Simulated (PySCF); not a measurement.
Computed shifts of a molecule C6H6, PBE/pcSseg-1 in PySCF, GIAO, gas phase, equivalent atoms averaged, in ppm (number of nuclei): ¹³C: 136.4 (2), 125.9 (2), 103.3 (2). ¹H: 6.42 (2), 6.17 (2), 6.00 (2). References: ¹³C against TMS (σ = 182.0 ppm); ¹H against TMS (σ = 31.49 ppm), references at their B3LYP-D3(BJ)/def2-TZVP geometries, non-relativistic. Geometry optimised at PBE0-D3(BJ)/def2-SVP. Other conformers were not sampled.

Problem. Which molecule gave these data?
A) C=CC#CC=C
B) C#CCC#CC
C) C#CCCC#C
D) C#CC=C=CC

Solution. A, C=CC#CC=C
